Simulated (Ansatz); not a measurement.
Geometry optimisation, RKS PBE-D4/def2-SVP (Ansatz).

Input file:

```yaml
crystal:
  periodic: [false, false, false]
  atoms:
    - { symbol: In, position_ang: [-0.280595, 0.30655, 0.235167] }
    - { symbol: Br, position_ang: [2.891927, 1.729459, -1.568031] }
    - { symbol: C, position_ang: [0.495786, -0.93488, 1.852206] }
    - { symbol: C, position_ang: [-1.544238, -0.381605, -1.404188] }
    - { symbol: H, position_ang: [1.729758, 2.157368, -0.742272] }
    - { symbol: H, position_ang: [0.114781, 2.004709, 0.277272] }
    - { symbol: H, position_ang: [1.589383, -0.78325, 1.945919] }
    - { symbol: H, position_ang: [0.02516, -0.628468, 2.808479] }
    - { symbol: H, position_ang: [0.286895, -2.006645, 1.673941] }
    - { symbol: H, position_ang: [-1.630054, -1.484692, -1.412367] }
    - { symbol: H, position_ang: [-2.55633, 0.058942, -1.296804] }
    - { symbol: H, position_ang: [-1.122573, -0.037488, -2.36932] }
basis:
  gaussian: { orbitals: def2-SVP }
hamiltonian:
  xc: pbe
  dispersion: d4
relax:
  f_tol: 0.03
  max_steps: 50
output:
  orbitals: {}
```

Command:

```bash
$ ansatz run input.yaml --threads 4 --pin off --max-ram 5120MiB --backend cpu --events-out ev --progress --plain --runs-dir out
```

Task: Where does it end, and by what steps?

Result: The run converged. The force dipped under the threshold on the way, but the program's further checks kept it going. After 20 steps the energy has fallen by 1.300 eV; Br2 moved furthest, 1.61 Å. Parted: In1–H6 (1.74 → 2.94 Å), Br2–H5 (1.49 → 3.25 Å). Joined: In1–Br2 (3.92 → 2.56 Å), H5–H6 (1.92 → 0.77 Å).

| step | energy less start (eV) | largest force component (eV/Å) | accepted |
| --- | --- | --- | --- |
| 0 | 0.0000 | 0.583 | yes |
| 1 | -0.0632 | 0.291 | yes |
| 2 | -0.0764 | 0.485 | yes |
| 3 | -0.0930 | 0.237 | yes |
| 4 | -0.1122 | 0.083 | yes |
| 5 | -0.1104 | 0.092 | no |
| 6 | -0.1140 | 0.054 | yes |
| 7 | -0.1258 | 0.082 | yes |
| 8 | -0.1461 | 0.224 | yes |
| 9 | -0.1863 | 0.454 | yes |
| 10 | -0.2773 | 0.683 | yes |
| 11 | -0.4793 | 0.955 | yes |
| 12 | -0.8519 | 0.650 | yes |
| 13 | -1.0825 | 0.825 | yes |
| 14 | -1.2289 | 0.566 | yes |
| 15 | -1.2841 | 0.116 | yes |
| 16 | -1.2389 | 0.458 | no |
| 17 | -1.2949 | 0.138 | yes |
| 18 | -1.2990 | 0.036 | yes |
| 19 | -1.2996 | 0.019 | yes |
| 20 | -1.2999 | 0.013 | yes |

```xyz
12
Properties=species:S:1:pos:R:3
In 0.314 -0.360 -0.258
Br 2.467 0.181 -1.527
C 0.726 -0.839 1.817
C -1.413 -0.274 -1.568
H 0.631 2.386 -0.004
H -0.009 2.486 0.415
H 1.733 -0.463 2.078
H -0.036 -0.380 2.477
H 0.700 -1.938 1.949
H -1.716 -1.305 -1.839
H -2.259 0.225 -1.056
H -1.139 0.281 -2.484
```

Whether the end is a true minimum wasn't checked by a vibrational analysis.

The run took 55 s on 4 threads of Arm Neoverse N1, with other jobs on the host, peak memory 0.19 GiB.
